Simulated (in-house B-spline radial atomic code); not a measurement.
The numbers below are computed, except where a source is named.
**Ni ion on N atom: potential, deflection and energy transfer**

The pair potential comes from two frozen, spherical free-atom densities (PBE, B-spline radial code, scalar-relativistic past argon): electrostatics plus the change in Thomas-Fermi kinetic and Dirac exchange energy where they overlap, the recipe behind the universal ZBL potential, which averages such potentials (from solid-state densities) over many pairs. It is written V = (Z1 Z2 e²/r) φ(r/a), with e² = 14.3996 eV·Å and a = 0.46850 Å/(Z1^0.23 + Z2^0.23); ZBL's fit is φ = 0.18175 e^(−3.1998x) + 0.50986 e^(−0.94229x) + 0.28022 e^(−0.4029x) + 0.02817 e^(−0.20162x). Where φ falls below 4e-4 it is continued as an exponential.

Masses 58.69 and 14.01 u.

```csv
x = r/a,"φ, this pair","φ, ZBL"
0.1,0.8942,0.8928
0.25,0.7763,0.7647
0.5,0.6309,0.6096
1,0.4397,0.4164
1.5,0.3218,0.2995
2,0.2417,0.2218
3,0.1439,0.1292
4,0.08852,0.08026
5,0.0571,0.05224
6.5,0.0325,0.02914
8,0.0193,0.01705
10,0.009574,0.008778
12,0.004737,0.00474
14.5,0.002018,0.002328
17,0.0008806,0.001212
```

Task: At x = 5 the electrostatic, kinetic and exchange parts are -41.07, 336.5 and -39.74 eV. Find r, V and φ.

Result: a = 0.46850/(2.1520 + 1.5645) = 0.12606 Å, so r = 0.63030 Å. V = -41.07 + 336.5 + (-39.74) = 255.69 eV. The bare repulsion is 28 × 7 × 14.3996/0.63030 = 4477.8 eV, so φ = 0.0571, +9.3 % against ZBL's 0.0522. The kinetic (Pauli) term is 132 % of V here, as the other two terms together attract.

Task: The ion comes in at 1.162 keV with impact parameter 0.6303 Å. The scattering integral gives a centre-of-mass angle of 56.24° and a closest approach of 6.723 a. What are the reduced energy, the energy passed on and the laboratory angles?

Result: ε = E a M2/(Z1 Z2 e² (M1 + M2)) = 1162 × 8.6074e-06 = 0.01. The most that one collision can pass on is γE with γ = 4 M1 M2/(M1 + M2)² = 0.6223. Here T = γE sin²(θ/2) = 0.6223 × 1162 × 0.2221 = 160.6 eV. The ion turns by arctan(sin θ/(cos θ + M1/M2)) = 9.9°, and the struck atom leaves at (180° − θ)/2 = 61.9°. The closest approach is 0.848 Å. With ZBL the angle would be 53.59° and T = 146.9 eV.
